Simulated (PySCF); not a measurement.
Ga(Cl)2(vinyl) (C2H3Cl2Ga), SMILES [CH](=C)[Ga]([Cl])[Cl]. Heavy atoms are numbered as in [Ga:1]([Cl:2])([Cl:3])[CH:4]=[CH2:5]. Hydrogens are named by the atom that carries them.

Coordinates come from a r2SCAN-D4/def2-SVP optimisation. The structure was generated by enumeration; whether it is a known compound was not checked. Other conformers were not sampled.

The numbers are results of PBE0/def2-TZVP (PySCF), not measurements.

ESP charges are fitted to the potential on shells at 1.4 to 2.0 van der Waals radii. Atomic charges (e), one atom of each kind:

| atom | ESP fit | Löwdin |
|---|---|---|
| Ga1 | 0.56 | -0.27 |
| Cl2 | -0.25 | 0.19 |
| C4 (CH) | -0.21 | -0.33 |
| C5 (CH2) | -0.34 | -0.17 |
| H on C4 | 0.13 | 0.15 |
| H on C5 | 0.19 | 0.13 |
